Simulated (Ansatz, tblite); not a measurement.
Forces on Ge(tBu)Me3 (C7H18Ge) at its PBE-D4/def2-SVP geometry. The state is a singlet with charge 0.

The xTB rows come from tblite.

GFN1-xTB (tblite), largest force 0.65 eV/Å:

```xyz
26
positions Å, forces eV/Å
Ge   -0.505    0.421    0.654   -0.034    0.029    0.045
C     0.591   -0.493   -0.766   -0.089    0.073    0.115
C     0.578    0.366   -2.041    0.255   -0.025   -0.594
C    -0.018   -1.874   -1.058    0.120   -0.497   -0.393
C     2.034   -0.654   -0.259    0.555   -0.252   -0.217
H     1.190   -0.110   -2.842   -0.345    0.253    0.465
H    -0.448    0.492   -2.445    0.469   -0.118    0.282
H     0.998    1.378   -1.866   -0.202   -0.525    0.024
H    -1.067   -1.799   -1.415    0.521    0.074    0.197
H    -0.013   -2.527   -0.161    0.039    0.403   -0.388
H     0.562   -2.399   -1.852   -0.315    0.313    0.451
H     2.083   -1.258    0.671   -0.137    0.298   -0.457
H     2.512    0.326   -0.050   -0.327   -0.436   -0.129
H     2.662   -1.172   -1.020   -0.371    0.295    0.419
C     0.374    2.099    1.212    0.118    0.274    0.105
H    -0.264    2.643    1.938    0.363   -0.188   -0.332
H     0.549    2.761    0.340   -0.030   -0.226    0.500
H     1.349    1.890    1.697   -0.452    0.229   -0.212
C    -0.692   -0.757    2.227   -0.045   -0.171    0.268
H    -1.219   -0.225    3.045    0.252   -0.329   -0.333
H     0.302   -1.074    2.603   -0.542    0.084   -0.085
H    -1.276   -1.664    1.971    0.295    0.400    0.250
C    -2.303    0.844   -0.045   -0.294    0.074   -0.084
H    -2.808   -0.072   -0.411    0.135    0.511    0.142
H    -2.240    1.568   -0.881   -0.161   -0.345    0.390
H    -2.930    1.290    0.754    0.220   -0.198   -0.431
```

GFN2-xTB (tblite), largest force 0.77 eV/Å:

```
Ge -0.023 0.020 0.031
C 0.163 -0.138 -0.212
C 0.177 0.031 -0.495
C 0.050 -0.433 -0.292
C 0.476 -0.184 -0.125
H -0.368 0.265 0.514
H 0.578 -0.150 0.347
H -0.240 -0.650 0.024
H 0.646 0.088 0.233
H 0.053 0.497 -0.477
H -0.334 0.352 0.485
H -0.164 0.359 -0.569
H -0.404 -0.536 -0.163
H -0.414 0.316 0.446
C 0.325 0.657 0.232
H 0.454 -0.293 -0.457
H -0.082 -0.355 0.606
H -0.609 0.214 -0.288
C -0.088 -0.446 0.626
H 0.342 -0.399 -0.482
H -0.673 0.162 -0.171
H 0.376 0.555 0.245
C -0.705 0.172 -0.250
H 0.246 0.624 0.215
H -0.123 -0.451 0.524
H 0.341 -0.277 -0.550
```

PBE-D4/def2-TZVP (Ansatz), largest force 0.33 eV/Å:

```
Ge -0.005 0.004 0.008
C 0.041 -0.035 -0.053
C -0.004 0.108 -0.158
C -0.077 -0.170 -0.034
C 0.179 -0.018 0.064
H -0.150 0.109 0.214
H 0.266 -0.044 0.109
H -0.101 -0.267 -0.037
H 0.274 -0.010 0.086
H 0.009 0.176 -0.232
H -0.138 0.147 0.199
H -0.022 0.149 -0.245
H -0.131 -0.252 -0.064
H -0.173 0.129 0.184
C 0.148 0.252 0.075
H 0.184 -0.157 -0.211
H -0.039 -0.164 0.254
H -0.269 0.079 -0.134
C -0.024 -0.197 0.234
H 0.155 -0.157 -0.240
H -0.288 0.077 -0.086
H 0.171 0.252 0.093
C -0.268 0.056 -0.121
H 0.118 0.262 0.094
H -0.037 -0.201 0.228
H 0.179 -0.129 -0.228
```
